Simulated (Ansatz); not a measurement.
Basis sets compared for the cluster Cu12S. Charge 0, multiplicity 1. Geometry r2SCAN-D4/def2-SVP. Ansatz on 2 threads of AMD EPYC 7R13 on a shared host and a share (18 GiB) of an NVIDIA H100 80GB HBM3; times are rough, and most runs start from earlier orbitals.

Cartesian coordinates in Å:
```
S 2.614 -1.155 0.707
Cu -1.939 -0.159 -2.833
Cu 0.554 2.554 2.310
Cu 1.040 2.391 -0.006
Cu 1.637 0.241 -0.757
Cu -0.534 0.914 0.953
Cu -1.421 -2.611 -0.344
Cu -1.684 -1.097 1.612
Cu -0.115 -1.219 -1.790
Cu -1.920 -0.302 -0.534
Cu 1.746 0.664 1.656
Cu 0.410 -1.441 0.577
Cu -0.387 1.219 -1.552
```

Single mean-field runs in def2-TZVP are fitted with def2-universal-jkfit. The restricted singlet is unstable towards broken spin symmetry in Hartree–Fock (as tested in another run); at PBE-D4/def2-TZVP, PBE0-D4/def2-SVP, PBE0-D4/def2-TZVP this wasn't settled. No other spin state of charge 0 was run. Another isomer (singlet) lies 0.34 eV lower at PBE0-D4/def2-TZVP; other spin states weren't run for this one.

Binding counts from free atoms (S triplet, Cu doublet) in the same basis, without a counterpoise term.

```json
{"level": "PBE-D4/def2-SVP", "functions": "390", "energy (Eh)": "-20078.9794", "HOMO (eV)": "-4.21", "LUMO (eV)": "-3.51", "binding per atom (eV)": "3.10", "wall time": "10 s"}
{"level": "PBE0-D4/def2-SVP", "functions": "390", "energy (Eh)": "-20078.9445", "HOMO (eV)": "-4.63", "LUMO (eV)": "-2.81", "binding per atom (eV)": "2.59", "wall time": "11 s"}
```

(1) Estimate the rows for PBE-D4/def2-TZVP (with forces), PBE0-D4/def2-TZVP.

## Answers

(1) 
```tsv
level	functions	energy (Eh)	HOMO (eV)	LUMO (eV)	binding per atom (eV)	wall time
PBE-D4/def2-TZVP (with forces)	577	-20082.0558	-4.52	-3.81	2.48	8 s
PBE0-D4/def2-TZVP	577	-20081.9217	-4.93	-3.07	2.13	14 s
```
